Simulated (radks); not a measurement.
Problem. The mean radii <r> (bohr) of the occupied orbitals of an atom or ion are listed with their occupations. Method: non-relativistic Kohn-Sham, Slater X-alpha with alpha = 0.794, spin-polarised, spherical densities, point nucleus; computed with a radial shooting solver on a logarithmic mesh with Libxc functionals.

| orbital | occ. | <r> |
|---|---|---|
| 1s down | 1 | 0.02298 |
| 1s up | 1 | 0.02298 |
| 2s up | 1 | 0.09758 |
| 2s down | 1 | 0.09758 |
| 2p up | 3 | 0.08267 |
| 2p down | 3 | 0.08266 |
| 3s up | 1 | 0.2510 |
| 3s down | 1 | 0.2507 |
| 3p up | 3 | 0.2406 |
| 3p down | 3 | 0.2403 |
| 3d up | 5 | 0.2127 |
| 3d down | 5 | 0.2125 |
| 4s up | 1 | 0.5641 |
| 4s down | 1 | 0.5645 |
| 4p up | 3 | 0.5757 |
| 4p down | 3 | 0.5763 |
| 4d up | 5 | 0.6051 |
| 4d down | 5 | 0.6066 |
| 5s up | 1 | 1.345 |
| 5s down | 1 | 1.366 |
| 5p up | 3 | 1.489 |
| 5p down | 3 | 1.518 |
| 4f up | 7 | 0.7488 |
| 4f down | 2 | 0.7728 |

Name the element and its charge. Open shells, if any, are filled with parallel spins first.

Solution. Z = 66, dysprosium, charge +3: Dy3+ in [Xe] 4f9. The 1s radius gives Z: for a bare nucleus <r> = 1.5/Z, 0.02273 bohr for Z = 66, and screening makes it slightly larger (0.02298 here). The occupations add up to 63, and the charge is Z minus that.
